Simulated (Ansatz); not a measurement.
```xyz
3

S     0.0000    0.0000   -0.3416
O     0.0000    1.1504    0.3416
O     0.0000   -1.1504    0.3416
```

Basis set: cc-pVDZ (spherical functions). Frozen core: 7 orbitals. Charge 0, multiplicity 1.

Computed with Ansatz (development build ahead of 0.2.0); each method stands on the lowest determinant of its kind that the runs found. Restricted open shells among the atoms or ions are ROHF, correlated in semicanonical orbitals with singles.

Problem. Give the atomization energy at this shape (free ground-state atoms in the same class of orbitals less the molecule, no zero-point energy) of singlet SO₂ by RHF-MP2, RHF.

Solution.

```tsv
method	atomization energy
RHF-MP2	7.34 eV
RHF	2.24 eV
```

Caution: no unrestricted run beside it, a lower state can exist; the shape is not the minimum.
